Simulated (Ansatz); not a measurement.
Stepwise reaction of `[F][In]([SH])[SH]` with hydrogen, as a gas-phase model of exchange steps in deposition or etching. ΔE in kJ/mol; ΔG adds harmonic PBE0-D4 terms to CCSD(T)/CBS, at 1 bar.

Isolated molecules relaxed with PBE0-D4/def2-TZVP in Ansatz; ΔE leaves out vibrations. CBS: MP2 limit from def2 TZ/QZ plus the TZ coupled-cluster correction, frozen cores. This one scheme is used for every species. DFT in def2-TZVPP. B3LYP here is the variant with VWN-RPA as its local correlation; programs differ in this. Elements past krypton have def2 core potentials. For In outer-core shells are correlated without core-valence functions, which leaves a few kJ/mol of doubt a bond. Each species was taken in one conformer, which may not be the lowest.

| step | reaction | PBE-D4 | B3LYP-D4 | ωB97M-V | CCSD(T)/CBS | ΔG(500 K) |
| --- | --- | --- | --- | --- | --- | --- |
| 2 | `[F][InH][SH]` + H₂ → `[F][InH2]` + H₂S | 75.3 | 71.4 | 69.5 | 76.6 | 67.4 |

(1) Give the row of step 1, `[F][In]([SH])[SH]` + H₂ → `[F][InH][SH]` + H₂S. (An estimate is asked.)

(2) By hand: ΔE of the 2 steps together at CCSD(T)/CBS.

## Answers

(1) Ansatz gave: 
```
step                                         reaction  PBE-D4  B3LYP-D4  ωB97M-V  CCSD(T)/CBS  ΔG(500 K)
   1  `[F][In]([SH])[SH]` + H₂ → `[F][InH][SH]` + H₂S    63.0      60.6     57.2         65.1       54.5
```

(2) (65.1) + (76.6) = 141.7 kJ/mol, or 70.8 kJ/mol a step.

In ΔE each step is higher than the one before. All are uphill at CCSD(T)/CBS. ΔG lies between 54.5 and 67.4 kJ/mol a step. PBE-D4 differs from CCSD(T)/CBS by -2.1 to -1.3 kJ/mol a step. Isolated molecules leave out the surface, adducts and barriers. Largest T1 diagnostic: 0.016.
